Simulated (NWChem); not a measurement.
Molecule: HSeOCl; SMILES [Se](Cl)O

```xyz
4

Se     0.4126     0.4706     0.0041
Cl    -0.1920    -1.6345     0.0079
O     -1.1584     1.3032     0.0702
H     -1.4970     1.3622    -0.8347
```
Atoms are numbered in this order, from 1.

The geometry was optimised at PBE0/def2-SVP.

Question: List the 4 lowest vertical singlet excitations from PBE/aug-cc-pVDZ, full TDDFT (NWChem).

Answer: 
```json
[
 {"state": "S1", "energy (eV)": "2.85", "oscillator strength": "0.001", "leading excitation (squared amplitude)": "HOMO → LUMO (1.00)"},
 {"state": "S2", "energy (eV)": "3.53", "oscillator strength": "0.000", "leading excitation (squared amplitude)": "HOMO → LUMO+1 (0.99)"},
 {"state": "S3", "energy (eV)": "5.05", "oscillator strength": "0.009", "leading excitation (squared amplitude)": "HOMO → LUMO+2 (1.00)"},
 {"state": "S4", "energy (eV)": "5.18", "oscillator strength": "0.005", "leading excitation (squared amplitude)": "HOMO−1 → LUMO (0.97)"}
]
```
